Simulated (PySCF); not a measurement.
Compound: C4H11Si (doublet state).
Bonds: C1–Si2, Si2–C3, Si2–C4, Si2–C5. Hydrogens: H6, H7 on C1; H8, H9, H10 on C3; H11, H12, H13 on C4; H14, H15, H16 on C5.

The species is `[CH2][Si](C)(C)C` [radical].

Method: UKS B3LYP, pcH-1 on C H Si, non-relativistic, mean-field spin-orbit, GIAO (PySCF 2.14.0). Isolated species at its GFN2-xTB geometry, gas phase. Couplings are sensitive to structure, and on GFN2-xTB geometries they can be far from those on DFT ones. Stability of the SCF solution: not tested.

Principal values of hyperfine tensors in MHz (contact, dipolar and spin–orbit terms together), for some of the nuclei:

| atom | isotope | A1 | A2 | A3 |
| --- | --- | --- | --- | --- |
| C1 | 13C | 2.86 | 3.21 | 231.35 |
| H6 | 1H | -94.66 | -58.12 | -19.83 |
| Si2 | 29Si | 41.27 | 43.60 | 45.80 |
| C3 | 13C | 30.92 | 31.07 | 41.32 |
| C5 | 13C | 18.15 | 18.31 | 24.98 |
| H8 | 1H | 9.92 | 11.27 | 15.75 |
| H14 | 1H | 5.05 | 5.84 | 9.74 |
| H10 | 1H | -5.73 | -3.54 | 2.32 |

Question: Split each tensor into its isotropic and traceless parts, and turn a_iso into mT with g = 2.0026.

Answer: a_iso is a third of the trace, T = A − a_iso, and a(mT) = a(MHz)/(g × 13.996). The tensors hold a spin–orbit part: the run splits a_iso into a_FC + a_SO, and T includes its anisotropic share.

| atom | a_iso (MHz) | a_FC | a_SO | a_iso (mT) | T1 | T2 | T3 |
| --- | --- | --- | --- | --- | --- | --- | --- |
| C1 | 79.14 | 79.24 | -0.10 | 2.823 | -76.28 | -75.93 | 152.21 |
| H6 | -57.54 | -57.55 | 0.01 | -2.053 | -37.12 | -0.59 | 37.71 |
| Si2 | 43.56 | 43.63 | -0.07 | 1.554 | -2.28 | 0.04 | 2.24 |
| C3 | 34.44 | 34.44 | 0.00 | 1.229 | -3.51 | -3.37 | 6.88 |
| C5 | 20.48 | 20.48 | 0.00 | 0.731 | -2.32 | -2.17 | 4.50 |
| H8 | 12.31 | 12.31 | 0.00 | 0.439 | -2.39 | -1.05 | 3.44 |
| H14 | 6.88 | 6.88 | 0.00 | 0.245 | -1.83 | -1.04 | 2.87 |
| H10 | -2.32 | -2.32 | 0.00 | -0.083 | -3.42 | -1.22 | 4.64 |

Question: What spin density at the nucleus of H8 lies behind its contact coupling (g_N = 5.58569)?

Answer: a_FC = (2μ0/3) gₑ μB g_N μN ρ(0)/(2S·h) = 800.24 MHz × g_N × ρ(0)/(2S), with ρ in bohr⁻³. With a_FC = 12.31 MHz and 2S = 1, ρ(0) = 0.002754 bohr⁻³. In magnitude that is 0.9 % of the 1/π = 0.318 of a free hydrogen atom.

Question: H7 (1H, g_N = 5.58569) isn't in the table. Its spin density at the nucleus is -0.013 bohr⁻³. What is its contact coupling?

Answer: By the same relation, a_FC = -58.1 MHz. Its full tensor has the principal values -95.33, -58.54, -20.44 MHz.

Question: Name the largest traceless tensor T of the table and describe it.

Answer: C1: -76.3, -75.9, 152.2 MHz, axial, in the ratio −1:−1:+2, the form that spin in one p orbital centred on that nucleus gives.

Question: What first-order splitting does Si2 cause when the field lies along A1, A2 or A3 of its tensor (g taken as isotropic, no quadrupole term)?

Answer: 2 lines (I = 1/2), spaced by |A_i|/(g × 13.996): 1.47, 1.56, 1.63 mT along the axes of A1, A2 and A3.
